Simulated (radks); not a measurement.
Excited configurations of As2+: one electron is placed in a higher orbital outside [Ar] 3d10 4s2. The ground configuration is [Ar] 3d10 4s2 4p1. Method: Dirac Kohn-Sham, BLYP, spin-unpolarised, spherical densities, point nucleus; open shells fill j = l - 1/2 first; computed with a radial shooting solver on a logarithmic mesh with Libxc functionals. Excitation = E - E(ground); binding = E(ion) - E, where the ion is the core of charge +3; n* = 3/sqrt(2 binding) in atomic units, and the quantum defect is n - n*.

outer orbital  excitation (eV)  binding (eV)     n*  quantum defect  eigenvalue (eV)  <r> (bohr)
4d3/2                   13.297        14.731  2.883           1.117          -11.417       3.270
4f5/2                   20.139         7.889  3.940           0.060           -6.115       5.602
5s1/2                   12.876        15.151  2.843           2.157          -12.708       4.150
5p1/2                   15.768        12.260  3.160           1.840          -10.238       4.812
5d3/2                   19.742         8.286  3.844           1.156           -6.868       6.630
5f5/2                   22.648         5.379  4.771           0.229           -4.374       9.571
6d3/2                   22.661         5.366  4.777           1.223           -4.530       10.76
6f5/2                   24.175         3.853  5.638           0.362           -3.214       14.41
7s1/2                   22.501         5.526  4.707           2.293           -4.731       11.43
7p1/2                   23.136         4.892  5.003           1.997           -4.167       12.64

The Delta-SCF ionisation energy is 28.027 eV (NIST Atomic Spectra Database: 28.35 eV, measured). Self-interaction in the functional shifts the binding energies and quantum defects, so they are the method's values and not measured ones. Spin polarisation and multiplet splitting are left out, so open shells lie too high by an amount that depends on their filling.

Beside tabulated values, note that spin-unpolarised runs miss the spin-polarisation part of the exchange energy of open shells.
